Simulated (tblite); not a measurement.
What does the GFN2-xTB structure of `CO/C(Cl)=C\C#N` look like in three dimensions?

```
atom  x, y, z in Å
C1    -1.478   -0.095   -0.452
O2    -0.722    1.102   -0.417
C3     0.567    1.054   -0.089
Cl4    1.234    2.644   -0.143
C5     1.355    0.020    0.251
C6     0.977   -1.326    0.344
N7     0.740   -2.446    0.439
H8    -2.481    0.207   -0.746
H9    -1.073   -0.796   -1.186
H10   -1.506   -0.574    0.529
H11    2.392    0.214    0.482
```

Orientation and origin are arbitrary. Atoms count from 1 in this order. Of the pairs four or more bonds apart, C1···C6 is among the closest relative to their van der Waals radii: 2.86 Å, 84 % of the sum of Bondi's values. The C–C distances run from 1.343 Å (C3=C5, drawn double) to 1.401 Å (C5–C6, drawn single), a spread of 0.058 Å. O2 (ether oxygen) is bent (angle 119.5°). The C–O distances run from 1.331 Å (O2–C3, drawn single) to 1.417 Å (C1–O2, drawn single), a spread of 0.086 Å.

Bonds between heavy atoms (Å): C1–O2 1.417, O2–C3 1.331, C3–Cl4 1.725, C3=C5 1.343, C5–C6 1.401, C6≡N7 1.149.

Structure optimised with GFN2-xTB, isolated species.

Point group: Cs (tolerance 0.08 Å). Its GFN2-xTB frequencies are all real (lowest 94 cm⁻¹). One conformer, not necessarily the lowest (C1–O2–C3–Cl4 179°).

Hardware: one thread, Arm Neoverse N1 (shared host). That covers the optimisation of the geometry.

All values are computed, not measured.
